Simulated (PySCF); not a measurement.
The 18-electron isoelectronic series, spin-free X2C

Calculated with PySCF 2.14 from differences of total energies of unrestricted determinants, without spin-orbit coupling. Each ion has its own even-tempered basis scaled to its charge (18s12p5d4f for the first); frozen: 1s2. Ionisation energies in eV.

```tsv
ion	configuration	UHF	MP2 (outer shells)	CCSD (outer shells)	CCSD(T) (outer shells)	LDA	PBE	PBE0	NIST (with spin-orbit, Breit and QED)
In³¹⁺	[Ar] (1S)	1979.0	1980.0	1979.8	1979.8	1980.3	1980.4	1980.6	1961 ± 5 (s)
Sn³²⁺	[Ar] (1S)	2093.0	2094.0	2093.9	2093.9	2094.2	2094.4	2094.6	2074 ± 6 (s)
Sb³³⁺	[Ar] (1S)	2210.3	2211.3	2211.2	2211.2	2211.5	2211.7	2211.9	2190 ± 5 (t)
Te³⁴⁺	[Ar] (1S)	2330.8	2331.8	2331.7	2331.7	2332.0	2332.2	2332.4	2309 ± 5 (t)
I³⁵⁺	[Ar] (1S)	2454.6	2455.6	2455.5	2455.5	2455.8	2456.0	2456.2	2431 ± 5 (t)
Xe³⁶⁺	[Ar] (1S)	2581.7	2582.7	2582.6	2582.6	2582.9	2583.1	2583.3	2556 ± 5 (t)
Cs³⁷⁺	[Ar] (1S)	2712.1	2713.2	2713.1	2713.1	2713.2	2713.5	2713.7	2683 ± 4 (t)
Ba³⁸⁺	[Ar] (1S)	2845.9	2846.9	2846.8	2846.8	2846.9	2847.3	2847.4	2814 ± 4 (t)
La³⁹⁺	[Ar] (1S)	2982.9	2983.9	2983.8	2983.8	2984.0	2984.3	2984.5	2950 ± 4 (t)
Ce⁴⁰⁺	[Ar] (1S)	3123.3	3124.3	3124.2	3124.2	3124.3	3124.7	3124.9	3087 ± 4 (t)
```

Each ion has its own basis, which adds noise of up to about 0.1 % along the series.

NIST values marked (s) are semi-empirical, (t) theoretical. Open shells are high-spin determinants of the terms that Hund's rules give.

Spin-orbit coupling of the open shells is absent from the calculated values and included in NIST's; it grows fast with Z.
